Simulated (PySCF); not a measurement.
MoF₃H₃, SMILES [F][MoH3]([F])[F], multiplicity 1.

The structure is a stationary point at B3LYP-D3(BJ)/def2-SVP. The multiplicity is an assumed one; no other spin state was optimised. The structure was generated by enumeration; whether it is a known compound was not checked. The def2 effective core potentials stand for the cores of Mo; spin–orbit coupling is left out.

The numbers are results of TDA-B3LYP/def2-SVPD in PySCF, not measurements.

Vertical excitations; the highest root listed may be one member of a degenerate set. Gas-phase values at a fixed geometry. State labels are in the subgroup Cs.

Computed lowest excited states:
| state | symmetry | energy (eV) | λ (nm) | f | main pairs |
|---|---|---|---|---|---|
| S1 | A" | 3.46 | 358 | 0.000 | HOMO→LUMO 50 %, HOMO−1→LUMO+1 50 % |
| S2 | A' | 3.77 | 329 | 0.005 | HOMO→LUMO+1 47 %, HOMO−1→LUMO 47 % |
| S3 | A" | 3.96 | 313 | 0.003 | HOMO−1→LUMO+1, HOMO→LUMO, HOMO→LUMO+2 (degenerate set) |
| S4 | A' | 3.96 | 313 | 0.003 | HOMO−1→LUMO, HOMO→LUMO+1, HOMO−1→LUMO+2 (degenerate set) |
| S5 | A" | 4.20 | 295 | 0.029 | HOMO→LUMO+2 (degenerate set) |
| S6 | A' | 4.20 | 295 | 0.029 | HOMO−1→LUMO+2 (degenerate set) |
| S7 | A" | 7.05 | 176 | 0.000 | HOMO→LUMO+4 49 %, HOMO−1→LUMO+5 48 % |
| S8 | A" | 7.11 | 174 | 0.001 | HOMO→LUMO+3 (degenerate set) |
| S9 | A' | 7.11 | 174 | 0.001 | HOMO−1→LUMO+3 (degenerate set) |
| S10 | A" | 7.17 | 173 | 0.006 | HOMO−5→LUMO+1 28 %, HOMO−1→LUMO+5 25 %, HOMO→LUMO+4 25 %, HOMO−6→LUMO+1 11 % |
| T1 | A' | 3.00 | 413 | 0 | HOMO−1→LUMO 49 %, HOMO→LUMO+1 49 % |
| T2 | A" | 3.08 | 403 | 0 | HOMO→LUMO, HOMO−1→LUMO+1, HOMO→LUMO+2 (degenerate set) |
| T3 | A' | 3.08 | 403 | 0 | HOMO→LUMO+1, HOMO−1→LUMO, HOMO−1→LUMO+2 (degenerate set) |
| T4 | A" | 3.20 | 388 | 0 | HOMO−1→LUMO+1 50 %, HOMO→LUMO 50 % |
Triplets are in the Tamm–Dancoff approximation.
